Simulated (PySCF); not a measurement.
**Removing an electron from `C[SiH2]S[C@]12C[C@H]1C2`**

C₅H₁₀SSi.
SMILES with atom numbers: `[CH3:1][SiH2:2][S:3][C@:4]12[CH2:5][C@H:6]1[CH2:7]2` (hydrogens: H8, H9, H10 on C1; H11, H12 on Si2; H13, H14 on C5; H15 on C6; H16, H17 on C7)

Structure used (PBE0-D3(BJ)/def2-SVP), in Å, numbered top down from 1:
```xyz
17
C5H10SSi angstrom
C      2.322   -0.810    0.570
Si     1.754    0.962    0.780
S     -0.316    1.060    1.379
C     -1.002    0.249   -0.033
C     -1.578    0.823   -1.291
C     -2.410   -0.018   -0.383
C     -1.470   -1.163   -0.208
H      1.741   -1.304   -0.224
H      3.388   -0.848    0.294
H      2.180   -1.374    1.504
H      2.495    1.652    1.878
H      1.943    1.720   -0.495
H     -1.768    1.901   -1.283
H     -1.259    0.419   -2.264
H     -3.321    0.228    0.161
H     -1.571   -1.752    0.710
H     -1.144   -1.736   -1.090
```

Level: CAM-B3LYP/def2-SVPD (PySCF). Frontier orbitals with their largest atomic shares (Löwdin; up to four atoms above 4 %):

```tsv
orbital	ε (eV)	main atoms
HOMO−3	-10.67	Si2 19 %, C1 17 %, H12 14 %, C7 12 %
HOMO−2	-10.20	S3 29 %, C6 14 %, C4 12 %, Si2 9 %
HOMO−1	-8.36	C6 22 %, C4 22 %, S3 21 %, C5 9 %
HOMO	-8.15	?
LUMO	1.17	Si2 24 %, C1 16 %, S3 10 %, H9 7 %
LUMO+1	1.27	S3 43 %, Si2 14 %, H12 7 %, H15 6 %
LUMO+2	1.45	S3 47 %, Si2 12 %, H11 8 %, C4 6 %
```

Question: What vertical ionisation energy does ΔSCF give, and how far is −ε(HOMO) from it?

Answer: ΔSCF: 8.82 eV (851 kJ/mol; threshold wavelength 141 nm); ⟨S²⟩ of the doublet left behind is 0.755, against 0.75 for a pure doublet. −ε(HOMO) is 8.15 eV, 0.67 eV below it. In exact Kohn–Sham theory the two would be equal; CAM-B3LYP (range-separated hybrid) falls short of its own ΔSCF value by 8 %. Holes in the HOMO−1 and HOMO−2 were tried too where these lie within 1.2 eV of the HOMO; the lowest converged state counts.

Question: On which atoms does the HOMO lie?

Answer: S3 (sulfur bonded to C and Si) 62 %, C4 (sp3 carbon bound to sulfur) 9 %, Si2 (SiH2 silicon) 7 %, C7 (three-membered-ring carbon) 6 %, so more than half of it is on one atom. The HOMO−1 lies 0.21 eV lower.

Question: What kinetic energy would electrons from this vertical process carry with 118.2 nm light (10.49 eV)?

Answer: 10.49 − 8.82 = 1.67 eV.

Question: What total energies stand behind the ΔSCF value?

Answer: E(N) = -883.73492 Eh and E(N − 1) = -883.41065 Eh at the same geometry, 0.32427 Eh apart.

Question: With α = 103.7 au, estimate the like-pair dispersion coefficient by London's formula C6 = (3/4)α²I.

Answer: I = 0.3243 Eh, so C6 ≈ 2610 au, a rough estimate.

Geometry: PBE0-D3(BJ)/def2-SVP, one conformer, isolated molecule.
